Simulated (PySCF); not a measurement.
Compound: Me3Si(SMe), C4H12SSi.
Numbering: `[CH3:1][S:2][Si:3]([CH3:4])([CH3:5])[CH3:6]` (hydrogens: H7, H8, H9 on C1; H10, H11, H12 on C4; H13, H14, H15 on C5; H16, H17, H18 on C6)

Cartesian coordinates in Å at the PBE0-D3(BJ)/def2-TZVP level; atoms count from 1:
```
atom  x, y, z in Å
C1     2.2880    1.0695    0.4458
S2     1.0606    0.0917    1.3563
Si3   -0.4000   -0.2613   -0.1750
C4    -1.0703    1.3624   -0.8205
C5    -1.7395   -1.2497    0.6721
C6     0.3552   -1.2335   -1.5849
H7     1.8700    2.0196    0.1137
H8     3.1082    1.2710    1.1342
H9     2.6802    0.5190   -0.4094
H10   -1.8748    1.1862   -1.5405
H11   -0.2954    1.9432   -1.3271
H12   -1.4691    1.9669   -0.0030
H13   -2.5572   -1.4576   -0.0234
H14   -1.3510   -2.2046    1.0332
H15   -2.1502   -0.7048    1.5248
H16   -0.4016   -1.4627   -2.3410
H17    1.1531   -0.6728   -2.0777
H18    0.7748   -2.1746   -1.2232
```

Computed with PySCF at wB97X-D/pcSseg-2, non-relativistic, on one gas-phase PBE0-D3(BJ)/def2-TZVP geometry that isn't relaxed in the solvent. The solvent is an IEF-PCM continuum (van der Waals radii × 1.2). Only the electrostatic response of the medium enters.

Gas phase at wB97X-D/pcSseg-2: HOMO -8.39 eV, LUMO 1.96 eV, dipole 1.84 D.

What does the continuum do to the energy, the frontier levels and the dipole at wB97X-D/pcSseg-2 in chloroform?

| solvent | ε | E(solvent) − E(gas) (kJ/mol) | polarisation term (kJ/mol) | distortion of the solute (kJ/mol) | HOMO (eV) | LUMO (eV) | dipole (D) |
| --- | --- | --- | --- | --- | --- | --- | --- |
| chloroform | 4.711 | -11.62 | -13.10 | 1.48 | -8.48 | 2.13 | 2.43 |

The polarisation term is half the interaction of the solute with the surface charges that it induces; the rest is the cost of distorting the solute's density. The sum is the electrostatic part of solvation alone.

Which radius a makes the point-dipole formula ΔE = −[(ε − 1)/(2ε + 1)]·μ²/a³ give the value in chloroform, with the gas-phase dipole?

μ = 0.725 au and |ΔE| = 0.00443 Eh give a = 1.84 Å; the farthest nucleus lies 3.65 Å from the centroid of the nuclei, so such a sphere wouldn't even hold the nuclei. The formula assumes a rigid point dipole at the centre of a sphere.

Give the dipole vector in the frame of the coordinates (D, pointing from negative to positive charge), gas and chloroform.

Gas (-0.21, 0.44, -1.78), solvent (-0.24, 0.59, -2.34). Its length changes by +32 % and its direction by less than 1°.

Note: wB97X-D ran without an empirical dispersion term, which enters the total energy and its gradient alone.
